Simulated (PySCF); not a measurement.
# Worked example: oscillator strength and radiative lifetime

C₂H₄Cl₂Ge, SMILES C=[CH][GeH]([Cl])[Cl].

Coordinates come from a r2SCAN-D4/def2-SVP optimisation. The structure was generated by enumeration, and PubChem lists no compound with its InChIKey, so it may never have been made. One conformer was computed; it need not be the lowest.

TDA-CAM-B3LYP/def2-SVPD in PySCF puts the first singlet state with f over 0.02 at 6.97 eV (vertical), with the transition dipole (-0.400, -0.197, 0.068) in atomic units.

Problem. Find the oscillator strength, the wavelength and the radiative lifetime that this transition would have in vacuum if emission retraced absorption.

Solution. 
|μ|² = 0.2034 au, so |μ| = 1.15 D. ΔE = 6.97/27.211 = 0.2561 hartree. f = (2/3) ΔE |μ|² = 0.035 (the program prints 0.035).
λ = 1239.84/6.97 = 178 nm; ν = 56217 cm⁻¹.
Einstein's coefficient A = 0.6670 ν² f s⁻¹ (ν in cm⁻¹) = 7.3e7 s⁻¹, so τ = 1/A = 14 ns. This state is S2; the lower singlet has f = 0.016. The figure is the radiative limit of this one transition; relaxation, internal conversion, crossing to triplets and a medium change what is measured.
